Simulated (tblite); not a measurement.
Computed values, GFN2-xTB/tblite, gas phase, harmonic and unscaled. This tight-binding method is rough: wavenumbers can miss measured ones by several per cent, in bad cases by 10 to 20. Modes of hydrogen on silicon and sulfur can be 10 to 20 % off. One conformer each. Open shells enter through the occupations alone, without spin polarisation, and single modes of such species can be off by tens of per cent. Thermal functions are those of the rigid rotor and harmonic oscillator, without mixing of conformers.

Question: Order these by their heat capacity Cp at 298.15 K, highest first (J/(mol K)).
A. `CC[Si@H](Cl)SC`
B. `CN[Si@@H]1[SiH2]C(F)=C1C`
C. `C[Si@H]1C[SiH2][SiH2][SiH2]1`
D. `CC(C)(CS)[Si@@H](F)S[SiH3]`
E. `[C@@H]1(C)[CH][C@H]1C(F)(F)F` [radical]

Answer: D (227.0), C (193.7), B (182.7), A (144.4), E (133.0).

| SMILES | atoms | mass (u) | symmetry number | modes under 300 cm⁻¹ | ZPE (kJ/mol) | S translation (J/(mol K)) | S rotation | S vibration | S spin | S | Cp |
| --- | --- | --- | --- | --- | --- | --- | --- | --- | --- | --- | --- |
| CC(C)(CS)[Si@@H](F)S[SiH3] | 22 | 200.00 | 1 | 13 | 413.1 | 174.9 | 131.8 | 217.3 | 0.0 | 524.0 | 227.0 |
| C[Si@H]1C[SiH2][SiH2][SiH2]1 | 18 | 148.00 | 1 | 7 | 317.1 | 171.2 | 123.8 | 142.5 | 0.0 | 437.6 | 193.7 |
| CN[Si@@H]1[SiH2]C(F)=C1C | 18 | 147.03 | 1 | 9 | 337.7 | 171.1 | 124.7 | 145.7 | 0.0 | 441.5 | 182.7 |
| CC[Si@H](Cl)SC | 15 | 139.99 | 1 | 9 | 298.7 | 170.5 | 121.9 | 128.7 | 0.0 | 421.1 | 144.4 |
| C[C@@H]1[CH][C@H]1C(F)(F)F | 14 | 123.04 | 1 | 5 | 256.0 | 168.9 | 118.3 | 91.3 | 5.8 | 384.2 | 133.0 |

Entropies and Cp are for 298.15 K and 1 bar.
